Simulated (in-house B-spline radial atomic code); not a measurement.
How numerical settings move a run on Nd IV (Nd3+), [Xe] 4f3. Computed with a B-spline radial code for spherical atoms: Dirac-Hartree-Fock, average of configuration, Fermi nucleus of rms radius 4.9123 fm.

Command:
```bash
python run_scf.py task.json out
```
Settings of the sound reference run:
```
Z                60
electrons        57
configuration    [Xe] 4f3
hamiltonian      dirac
method           hf
spin_polarised   False
nucleus          fermi
rms_radius       4.9123
mass_number      142
atomic_mass      141.9077
speed_of_light   137.036
knot_spacing     0.22
spline_order     8
gauss_points     12
box_radius       16.22
max_iterations   70
damping          0.5
damped_steps     3
diis_vectors     10
tolerance        1e-08
start            Thomas-Fermi
```

Run time, properties included: 2.4 s on 1 thread of Arm Neoverse N1, with other jobs on the host.

It converges in 10 iterations to -9623.919343 hartree, with 4f7/2 at -40.2364 eV. The other runs change the listed settings, some to values that make no sense; their results aren't properties of the atom or ion. Radii are in bohr (the nuclear one in fm), a minus after a letter asks for a j subshell, and «unchanged» means within 1e-8 hartree. The run stops when the residual is below 10 × tolerance × max(1, Z/10), or a noise floor if that is larger, and the energy moves by less than 1e-8 × √|E| hartree; so very loose and very tight tolerances often act alike.

```tsv
changed settings	outcome
electrons = 58, configuration = [Kr] 4d10 4f3 5s2 5p7, max_iterations = 50	stopped with error: shell 5p holds at most 6 electrons
spin_polarised = True	stopped with error: spin polarisation is not served with the Dirac Hamiltonian
start = bare nucleus	converged in 11 iterations, energy unchanged, 4f7/2 level -2.5e-05 eV
max_iterations = 75, damping = 0.8, damped_steps = 0, diis_vectors = 0, start = bare nucleus	converged in 66 iterations, energy unchanged, 4f7/2 level -3.5e-05 eV
damping = 0.8	converged in 11 iterations, energy unchanged, 4f7/2 level -3.3e-05 eV
tolerance = 1e-06	converged in 10 iterations, energy unchanged
damping = 0	converged in 12 iterations, energy unchanged, 4f7/2 level -5.4e-05 eV
gauss_points = 8, first_knot = 0.0167, max_iterations = 50, diis_vectors = 1	converged in 41 iterations, energy +9.33e+00 hartree from the reference, 4f7/2 level -5.8e-02 eV
gauss_points = 6, max_iterations = 50, damped_steps = 0, tolerance = 1e-06	converged in 8 iterations, energy unchanged, 4f7/2 level -1.4e-04 eV
spline_order = 4, box_radius = 4.87, max_iterations = 75, start = bare nucleus	converged in 11 iterations, energy +9.61e-03 hartree from the reference, 4f7/2 level +8.3e-02 eV (the program warns: 4f7/2 reaches the box edge; 5s1/2 reaches the box edge)
```

Question: What happens with tolerance = 1e-13?

Answer: Converged in 11 iterations, energy unchanged, 4f7/2 level -4.1e-05 eV.

Question: What happens with damping = 0.2?

Answer: Converged in 10 iterations, energy unchanged, 4f7/2 level -4.6e-05 eV.

Question: What happens with damping = 0.95?

Answer: Converged in 12 iterations, energy unchanged, 4f7/2 level -6.6e-05 eV.

Question: What happens with electrons = 65, configuration = [Xe] 4f3 7s2 7p6, max_iterations = 100?

Answer: Not converged after 100 iterations, last residual 8.6e-03.
